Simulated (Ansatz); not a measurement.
System: 4-fluoropyrimidine, C$_{4}$H$_{3}$FN$_{2}$, net charge 0, singlet state. SMILES: c1nc(ccn1)F
Geometry from a B3LYP-D3(BJ)/def2-TZVP (Ansatz, a quantum-chemistry and plane-wave program) optimisation:
```xyz
10

F      1.8406    -1.2300     0.1039
C      0.7293    -0.4946     0.0409
C      0.8300     0.8873     0.1115
C     -0.3750     1.5639     0.0377
N     -1.5485     0.9363    -0.0919
C     -1.4977    -0.3878    -0.1469
N     -0.3977    -1.1451    -0.0857
H      1.7815     1.3867     0.2162
H     -0.4045     2.6467     0.0837
H     -2.4387    -0.9152    -0.2519
```

Property: vertical triplet-singlet gap (E(triplet) - E(singlet); each state is the SCF solution reached for its spin; the UHF <S^2> is 2.32 for the triplet (pure: 2.00); for the singlet the Hartree-Fock reference is unstable and T1 is 0.015), in kJ/mol. Correlated levels leave the core frozen unless marked. UHF or UKS for open shells. No spin-orbit coupling. Non-relativistic. CBS(X,Y): correlation extrapolated as X^-3; Hartree-Fock from the larger set. [CCSD(T)-MP2]/basis is that difference in the basis named.

| level | program | vertical triplet-singlet gap (kJ/mol) | minus last row |
|---|---|---|---|
| HF/aug-cc-pVDZ | Ansatz | 349.7 | -110.5 |
| HF/aug-cc-pVTZ | Ansatz | 347.1 | -113.1 |
| r2SCAN/def2-TZVPD | Ansatz | 405.3 | -54.9 |
| B3LYP/def2-TZVPD | Ansatz | 430.2 | -30.0 |
| PBE0/def2-TZVPD | Ansatz | 432.3 | -27.9 |
| wB97M-V/def2-TZVPD | Ansatz | 456.6 | -3.6 |
| wB97X-V/def2-TZVPD | Ansatz | 451.1 | -9.1 |
| B2PLYP/def2-TZVPD | Ansatz | 460.3 | 0.1 |
| MP2/aug-cc-pVDZ | Ansatz | 549.4 | 89.2 |
| MP2/aug-cc-pVTZ | Ansatz | 550.5 | 90.3 |
| RI-MP2/aug-cc-pVTZ | Ansatz | 550.5 | 90.3 |
| RI-MP2/CBS(aug-cc-pVTZ,aug-cc-pVQZ) | Ansatz | 554.6 | 94.4 |
| SCS-MP2/aug-cc-pVDZ | Ansatz | 537.4 | 77.2 |
| SCS-MP2/aug-cc-pVTZ | Ansatz | 541.0 | 80.8 |
| RI-MP2/CBS(aug-cc-pVTZ,aug-cc-pVQZ)+[CCSD(T)-MP2]/aug-cc-pVTZ | Ansatz | 460.2 | 0.0 |
